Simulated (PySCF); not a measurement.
Shapes and spin states of CoOF2

Level of theory: PySCF, PBE0, basis Co def2-TZVP, O def2-TZVP, F def2-TZVP (no relativity, density fitting).

Relaxations began from a few typed shapes and spin states; open shells are unrestricted. The search is not exhaustive: other isomers or separated fragments can lie lower, and high-lying points may rest on an excited occupation.

(1) Which is the lowest minimum found?
A. broken-symmetry Ms = 1/2 (⟨S²⟩ 1.86) C2v: Co–F 1.710 Å (×2), Co–O 1.624 Å; F–Co–F 125.0°, F–Co–O 117.5° (×2)
B. sextet C2v: Co–F 1.733 Å (×2), Co–O 1.739 Å; F–Co–F 131.5°, F–Co–O 114.2° (×2)
C. broken-symmetry Ms = 1/2 (⟨S²⟩ 1.87) C2v: Co–F 1.722 Å (×2), Co–O 1.672 Å; F–Co–F 162.6°, F–Co–O 98.7° (×2)
D. quartet C2v: Co–F 1.705 Å (×2), Co–O 1.567 Å; F–Co–F 146.7°, F–Co–O 106.6° (×2)
E. quartet Cs: Co–F 1.716 Å, Co–F 1.728 Å, Co–O 1.579 Å; F–Co–F 110.7°, F–Co–O 106.3°, F–Co–O 143.0°

Results:

(1) D. The others lie at 13.4 (sextet C2v), 24.5 (quartet Cs), 51.6 (broken-symmetry Ms = 1/2 C2v), 64.1 (broken-symmetry Ms = 1/2 C2v) kJ/mol above it.

Formally Co is in oxidation state +4, d5, with 3 unpaired electrons (the high-spin count would be 5). The Mulliken spin on Co is 2.04. The polar-tensor charge on Co, 1.44, is far below the formal one.

For the lowest minimum: with open d or f shells other occupations or spin states may lie lower.
